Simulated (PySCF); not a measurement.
Working out the excitation energy of Ge

Ge [Ar] 3d10 4s2 4p2 (3P) → Ge [Ar] 3d10 4s1 4p2 4d1 (high-spin determinant). Calculation: PySCF 2.14, in aug-cc-pVTZ-PP with ECP10MDF (6s5p4d2f, 55 functions); a scalar-relativistic core potential. Frozen: 3s2 3p6 3d10. Energies in hartree (1 hartree = 27.21139 eV):

```json
{"part": "UHF", "Ge (lower)": "-293.352850", "Ge (upper)": "-292.943906"}
{"part": "MP2 opposite-spin", "Ge (lower)": "-0.041861", "Ge (upper)": "0.000000"}
{"part": "MP2 same-spin", "Ge (lower)": "-0.008873", "Ge (upper)": "-0.015453"}
```

Problem. What does Hartree-Fock give?

Solution. (-292.943906) − (-293.352850) = 0.408944 hartree = 11.128 eV.

Problem. What do MP2 and SCS-MP2 (6/5 opposite-spin, 1/3 same-spin) give?

Solution. The opposite-spin parts differ by 1.139 eV and the same-spin parts by -0.179 eV. MP2: 11.128 + (1.139) + (-0.179) = 12.088 eV. SCS-MP2: 11.128 + 1.2 × (1.139) + (-0.179)/3 = 12.435 eV.

One determinant mixes LS terms, so it does not stand for a single term.

The upper state lies above the first ionisation limit, but in LS coupling its spin forbids autoionisation to the ground ion.
